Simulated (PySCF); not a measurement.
## Excitation energy of In²⁺ by level of theory

In²⁺ [Kr] 4d10 5s1 (2S) → In²⁺ [Kr] 4d10 5p1 (2P), as a difference of total energies. Calculation: PySCF 2.14, in def2-QZVPPD with the def2 core potential (28 electrons) (8s6p5d4f1g, 88 functions); scalar relativity through the core potential. Correlated levels: valence and next inner shell: nothing frozen outside the core potential. The calculations carry no spin-orbit coupling.

| method | excitation energy (eV) |
| --- | --- |
| UHF | 7.011 |
| MP2 (valence and next inner shell) | 7.522 |
| SCS-MP2 (valence and next inner shell) | 7.446 |
| CCSD (valence and next inner shell) | 7.410 |
| CCSD(T) (valence and next inner shell) | 7.421 |

Problem. How much does correlation contribute at CCSD(T) (valence and next inner shell)?

Solution. 7.421 − (7.011) = 0.410 eV, measured against UHF.
